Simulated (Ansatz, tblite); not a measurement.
Cost and result up the ladder for (NaBr)2 ring (Na2Br2) (4 atoms). The state is a singlet with charge 0. Geometry: PBE-D4/def2-SVP.

```xyz
4

Na   -1.401    0.145   -0.848
Br    0.868   -1.090   -1.619
Na    1.401   -0.143    0.847
Br   -0.868    1.088    1.620
```

Ansatz on 4 threads of Arm Neoverse V1 on a shared host; xTB runs through tblite on one thread. Times are rough, summed over both states, and most runs start from the orbitals of an earlier one. PBE0-D4/def2-TZVP serves as the yardstick here, not as an exact answer. The other state is a triplet.

The xTB rows come from tblite. HOMO above LUMO, or a gap near zero within one spin, warns that the state may not be the lowest or that an electron is smeared out.

xTB has no spin-polarisation term.

| level | functions | wall time | vertical triplet (eV) | difference from PBE0-D4/def2-TZVP (eV) | remarks |
| --- | --- | --- | --- | --- | --- |
| GFN1-xTB | 26 | 0.005 s | 5.19 | 0.15 | – |
| GFN2-xTB | 26 | 0.006 s | 4.20 | -0.85 | – |
| PBE-D4/def2-TZVP | 160 | 5.8 s | 4.50 | -0.55 | gap within one spin near zero (triplet) |
| PBE0-D4/def2-TZVP | 160 | 13 s | 5.05 | 0.00 | – |
